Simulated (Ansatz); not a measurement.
```yaml
atoms:
  - { symbol: Fe, position_ang: [0.0000, 0.0000, 0.0000] }
  - { symbol: H, position_ang: [0.0000, 0.0000, 2.4090] }
```

Basis set: pcseg-2. Charge 0. Computed with Ansatz (development build ahead of 0.2.0); the lowest solution found for each multiplicity.

Question: How do the multiplicities compare at this shape? Give, from the lowest of each method, PBE0 (unrestricted) for 4, 6; PBE (unrestricted) for 4, 6; HF (unrestricted) for 4, 6.

Answer:

| method | multiplicity | E (eV) | <S²> |
| --- | --- | --- | --- |
| PBE0, unrestricted | 4 | 0.070 | 4.24 |
| PBE0, unrestricted | 6 | 0.000 | 8.77 |
| PBE, unrestricted | 4 | 0.000 | 4.03 |
| PBE, unrestricted | 6 | 0.221 | 8.76 |
| HF, unrestricted | 4 | 0.263 | 4.90 |
| HF, unrestricted | 6 | 0.000 | 8.83 |

Caution for PBE0, unrestricted, PBE, unrestricted: the unrestricted determinant is spin contaminated. Caution for HF, unrestricted: the unrestricted determinant is a mixture of spin states.
